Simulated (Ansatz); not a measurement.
Input file for Ansatz (an electronic-structure program): R-BLYP/def2-TZVPP on GaH4NO (SMILES [NH2][GaH][OH]), a point of a torsion scan.

Ansatz 0.2 input:
```yaml
crystal:
  periodic: [false, false, false]
  atoms:
    - {symbol: N, position_ang: [1.29141266, -0.49894365, -0.00760132]}
    - {symbol: Ga, position_ang: [-0.21760936, 0.54318971, -0.22336106]}
    - {symbol: O, position_ang: [-1.58030091, -0.34979513, -0.75498954]}
    - {symbol: H, position_ang: [1.69413691, -0.52433993, 0.92555938]}
    - {symbol: H, position_ang: [2.06238635, -0.31638259, -0.64438052]}
    - {symbol: H, position_ang: [-0.38446703, 2.05843270, 0.01889440]}
    - {symbol: H, position_ang: [-2.49669566, -0.22583177, -0.98200302]}
basis:
  gaussian:
    orbitals: def2-TZVPP
hamiltonian:
  xc: {name: BLYP}
scf: {lower_state_search: off}
```

Program output:

```
WARN ansatz: RAYON_NUM_THREADS=1 ignored (pool sized by the plan → 1); use --threads N
Functional definition: BLYP
these checks for a lower state are left out or cut short: stability, starts, cluster_reference, orbital_swaps, neighbouring_geometries, increment
integrals: 0.07 GiB planned
910 factors; their error is unknown
mean field: 0.53 GiB planned
mean field evaluation 1: about -55963.6661 eV, gradient 1.1e2 eV
mean field evaluation 2: about -55823.0211 eV, gradient 2.4e2 eV
mean field evaluation 4: about -55981.2721 eV, gradient 3.8e1 eV
mean field evaluation 8: about -55983.5998 eV, gradient 2.2e-1 eV
mean field evaluation 16: about -55983.5847 eV, gradient 1.9e-4 eV
mean field -55983.58472759 eV, -2057.3587917024 hartree, gradient 3.1e-6 eV, S^2 0.000000; 0 other end points of the search recorded, 0 dependent functions left out
reference -55983.58503670 eV, -2057.3588030617 hartree; 25, 25 occupied and 141, 141 virtual orbitals, 910 factors
Total energy: -55983.58503670 eV, -2057.3588030617 hartree
Checks for a lower state left out: stability, starts, cluster_reference, orbital_swaps, neighbouring_geometries, increment
```

The calculation finished and met its thresholds.

Cost: roughly 1.5 core-seconds.
